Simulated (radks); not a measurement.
Charge is removed step by step from the 1s down level of Sm60+, starting from 1s(up 1, down 1). Calculated with a radial shooting solver on a logarithmic mesh with Libxc functionals: scalar-relativistic Kohn-Sham, PBE, spin-polarised, spherical densities, point nucleus.

\begin{tabular}{lrr}
removed (e) & E - E(0) (eV) & eigenvalue (eV) \\ \hline
0 & 0.000 & -53729 \\
0.125 & 6723.3 & -53844 \\
0.25 & 13460.8 & -53956 \\
0.375 & 20212 & -54066 \\
0.5 & 26977 & -54170 \\
0.625 & 33755 & -54268 \\
0.75 & 40544 & -54356 \\
0.875 & 47342 & -54419 \\
\end{tabular}

The mean slope of the eigenvalue, de/dn, is 789 eV per electron.
